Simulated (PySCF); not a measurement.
# MI for M along the fourth-period p block

r²SCAN with triple-zeta basis sets in PySCF, for the lowest determinant that a PBE0 search found; no spin–orbit coupling. De refers to high-spin ground-configuration atoms. A positive dipole means M(−)I(+).

```csv
M,basis,state (unpaired electrons),Re (Å),ωe (cm⁻¹),De (eV),μ (D)
Ga,x2c-TZVPPall,singlet (closed shell),2.578,219,3.88,-2.28
Ge,def2-TZVPP,doublet (π ↑),2.525,243,3.26,-1.03
As,x2c-TZVPPall,triplet (π ↑↑),2.492,260,2.53,-0.48
Se,def2-TZVPP,doublet (π ↑),2.451,274,2.39,0.63
Br,x2c-TZVPPall,singlet (closed shell),2.480,271,2.20,0.61
```

Task: By what factor does the bond length vary along the series?

Result: At r²SCAN it runs from 2.451 Å (SeI) to 2.578 Å (GaI), a factor of 1.05.

The rows differ in basis set, which adds steps of its own.

The state changes along the series, so neighbouring rows are not always alike in their bonding.

Spin–orbit coupling is left out, which matters for elements this heavy, above all for dissociation energies. States were picked by a PBE0 search and need not be the measured ground states.
